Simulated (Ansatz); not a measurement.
Species: C₅H₇Si, charge 0, multiplicity 2. It need not be the lowest isomer of its formula. SMILES: [SiH3]C1=[C]C=CC1
Geometry from a B3LYP-D3(BJ)/def2-TZVP (Ansatz, a quantum-chemistry and plane-wave program) optimisation:
```xyz
13

Si     2.0956     0.1303     0.0171
C      0.2468     0.0812     0.0483
C     -0.6078     0.9044     0.6572
C     -2.0113     0.5809     0.4797
C     -2.0513    -0.5204    -0.2927
C     -0.6521    -0.9470    -0.6423
H      2.5775     1.2824     0.8095
H      2.6593    -1.1235     0.5771
H      2.5898     0.2501    -1.3776
H     -2.8459     1.1257     0.8923
H     -2.9378    -1.0407    -0.6268
H     -0.4386    -1.9618    -0.2885
H     -0.4897    -0.9517    -1.7259
```
Charge 0, spin multiplicity 2.

Parts of the frozen-core correlation energy in 6-31G* (Ansatz, hartree). Frozen orbitals: 10; correlated occupied orbitals by spin: 16 and 15; virtual: 82 and 83. Open shells are spin-unrestricted. Spin-orbit coupling is left out. No relativistic terms.

```
term                            value
-------------------------  ----------
reference (HF)             -482.23227
MP2 opposite-spin                 [?]
MP2 same-spin                -0.16499
CCSD correlation                  [?]
(T)                               [?]
T1 diagnostic                   0.045
largest doubles amplitude       0.092
<S^2> of the reference          1.270
```

Question: Complete the blanks.

Answer: 
- MP2 opposite-spin, value: -0.48715
- CCSD correlation, value: -0.73173
- (T), value: -0.03095
